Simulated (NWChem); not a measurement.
System: C3H8Si; SMILES C=CC[SiH3]

```xyz
12

Si     0.2225    -1.5395    -0.0013
C     -0.8073     0.0415    -0.1976
C     -0.1608     1.2275     0.4400
C      0.4243     2.2395    -0.2058
H     -0.5231    -2.7119    -0.5575
H      1.5235    -1.4051    -0.7240
H      0.5017    -1.7966     1.4458
H     -1.7949    -0.1578     0.2545
H     -0.9715     0.2088    -1.2752
H     -0.1522     1.2350     1.5381
H      0.4490     2.2850    -1.2997
H      0.8987     3.0609     0.3370
```
Atoms are numbered in this order, from 1.

Results from NWChem. Pople sets run with spherical d functions. Geometry: optimised at PBE0/def2-SVP. GIAO values for the isolated, static molecule; σ is the absolute isotropic shielding, δ = σ(reference) − σ with the isolated reference molecule computed at the same levels (13C: tetramethylsilane, 1H: tetramethylsilane).

For level Hartree-Fock/6-31G*:

```
Property    Result
----------  ------
δ C2 (ppm)    12.3
δ C3 (ppm)   131.5
δ C4 (ppm)   113.8
δ H8 (ppm)    1.14
δ H9 (ppm)    1.48
```

What are these values for level B3LYP/6-311G**?

The δ C2 (ppm) is 19.9 and the δ C3 (ppm) comes out as 142.4. The δ C4 (ppm) is 118.7 and the δ H8 (ppm) is 1.66. The δ H9 (ppm) is 1.77.
